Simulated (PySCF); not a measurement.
# Excitation energies in several basis sets

C2H4Al2Cl2.
SMILES: `C#[C][AlH-]1[Cl+][AlH2-][Cl+]1`

TDDFT with PBE0 (PySCF), vertical singlets, core orbitals frozen in the response, spherical d and f functions. Isolated species at its PBE0-D3(BJ)/def2-SVP geometry, gas phase.

How do the low singlets change with the basis? Take 6-31G*, def2-SVP, 6-31+G*, def2-SVPD, aug-cc-pVDZ, def2-TZVP and def2-TZVPD.

| basis | functions | diffuse | S1 (eV) | S2 (eV) | S3 (eV) | S4 (eV) | S5 (eV) | LUMO (eV) | α (au) |
| --- | --- | --- | --- | --- | --- | --- | --- | --- | --- |
| 6-31G* | 108 | no | 5.54 | 5.87 | 6.07 | 6.39 | 7.01 | -1.02 | 80.3 |
| def2-SVP | 120 | no | 5.62 | 5.94 | 6.12 | 6.38 | 7.01 | -1.04 | 81.4 |
| 6-31+G* | 132 | yes | 5.56 | 5.86 | 6.03 | 6.33 | 6.96 | -1.18 | 89.2 |
| def2-SVPD | 174 | yes | 5.58 | 5.89 | 6.06 | 6.25 | 6.89 | -1.19 | 100.1 |
| aug-cc-pVDZ | 190 | yes | 5.53 | 5.84 | 6.03 | 6.20 | 6.87 | -1.22 | 101.5 |
| def2-TZVP | 234 | no | 5.57 | 5.88 | 6.05 | 6.28 | 6.91 | -1.12 | 94.9 |
| def2-TZVPD | 288 | yes | 5.55 | 5.85 | 6.02 | 6.23 | 6.87 | -1.19 | 101.6 |

States are compared by their number. Against the largest diffuse basis here (def2-TZVPD, itself not a converged limit), sets without diffuse functions differ by up to 0.07 eV in S1 and 0.15 eV in S5; the smaller diffuse sets differ by up to 0.03 and 0.09 eV. State by state, the largest deviation of a set without diffuse functions is S1 0.07, S2 0.09, S3 0.10, S4 0.16, S5 0.15 eV. The same number needn't mean the same state in each row. Against def2-TZVPD the polarisability deviates by -21% in 6-31G*, -20% in def2-SVP, -12% in 6-31+G*, -1% in def2-SVPD, 0% in aug-cc-pVDZ, -7% in def2-TZVP. A single + in a Pople set puts diffuse functions on heavy atoms only.
